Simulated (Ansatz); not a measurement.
C$_{2}$H$_{6}$S$_{2}$Si (`C=C([SiH3])SS`), relaxed with RKS PBE0-D4/def2-TZVP in Ansatz from a PBE-D4/def2-SVP geometry. The force threshold is 0.005 eV/Å; the program also tests the step.

Charge 0, multiplicity 1.

Start:

```xyz
11

C     1.140    1.502    0.272
C     0.121    0.614    0.182
Si    0.054   -0.697   -1.189
S    -1.226    0.769    1.345
S    -2.130   -1.116    1.306
H     1.942    1.515   -0.482
H     1.198    2.256    1.077
H    -1.277   -0.695   -1.884
H     0.348   -2.073   -0.663
H     1.138   -0.320   -2.164
H    -1.310   -1.756    2.200
```

(1) How much energy does the relaxation release, and in how many steps? (An estimate is asked.)

(2) Which bonds change most? (Estimate.)

(3) Give the relaxed structure. (Best estimate.)

Answers

(1) The calculation gave: 0.07 eV, in 7 steps.

(2) Ansatz gave: S4–S5 from 2.091 to 2.037 Å; S5–H11 from 1.372 to 1.349 Å; C2–Si3 from 1.898 to 1.875 Å; C2–S4 from 1.786 to 1.764 Å.

(3) The calculation gave: 
```xyz
11

C     1.117    1.489    0.257
C     0.123    0.602    0.186
Si    0.062   -0.688   -1.174
S    -1.185    0.734    1.362
S    -2.108   -1.081    1.300
H     1.904    1.500   -0.490
H     1.177    2.238    1.042
H    -1.249   -0.674   -1.867
H     0.337   -2.051   -0.655
H     1.142   -0.316   -2.127
H    -1.321   -1.752    2.166
```
